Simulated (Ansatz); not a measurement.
Consider the formal hydrolysis of a C–B bond: `B/C=C(\C)S` + H₂O → `C/C(S)=C/O` + BH₃.

Calculated with Ansatz (gas phase, PBE0-D4/def2-TZVP geometries, no zero-point term in ΔE). CCSD(T)/CBS is the MP2 limit (def2-TZVPP, def2-QZVPP) plus CCSD(T) − MP2 in def2-TZVPP, frozen cores. This one scheme is used for every species. Double bonds are as drawn, so ΔE can hold a change between cis and trans. DFT in def2-TZVPP. B3LYP here is the variant with VWN-RPA as its local correlation; programs differ in this. Each species was taken in one conformer, which may not be the lowest.

| level | ΔE (kJ/mol) | difference from CCSD(T)/CBS |
| --- | --- | --- |
| PBE-D4 | 118.1 | 3.4 |
| r2SCAN-D4 | 116.5 | 1.8 |
| PBE0-D4 | 114.9 | 0.2 |
| B3LYP-D4 | 111.6 | -3.1 |
| ωB97X-V | 101.2 | -13.5 |
| ωB97M-V | 108.6 | -6.1 |
| B2PLYP | 111.0 | -3.7 |
| PBE | 116.1 | 1.4 |
| r2SCAN | 115.9 | 1.2 |
| PBE0 | 113.1 | -1.6 |
| B3LYP | 108.4 | -6.3 |
| HF/def2-TZVPP | 93.6 | -21.1 |
| MP2/def2-TZVPP | 117.5 | 2.8 |
| SCS-MP2/def2-TZVPP | 108.5 | -6.2 |
| CCSD/def2-TZVPP | 107.5 | -7.2 |
| CCSD(T)/def2-TZVPP | 110.6 | -4.1 |
| HF/def2-QZVPP | 93.8 | -20.9 |
| MP2/def2-QZVPP | 119.9 | 5.2 |
| SCS-MP2/def2-QZVPP | 111.1 | -3.6 |
| HF/CBS(def2) | 93.8 | -20.9 |
| MP2/CBS(def2) | 121.5 | 6.8 |
| CCSD/CBS(def2) | 111.6 | -3.1 |
| CCSD(T)/CBS | 114.7 | 0 |

Largest T1 diagnostic among the species: 0.013.

The D4 term adds +3.2 kJ/mol with B3LYP and +1.8 kJ/mol with PBE0; it sums over pairs of atoms, weighted by their polarisabilities, and B3LYP, whose exchange is more repulsive, gets the larger term. From PBE to PBE0 (25 % exact exchange), in def2-TZVPP and without D4, ΔE moves by −3.0 kJ/mol. In def2-TZVPP, CCSD(T) changes the Hartree–Fock value by +17.0 kJ/mol (the triples alone add +3.1 kJ/mol) and MP2 by +23.9 kJ/mol.
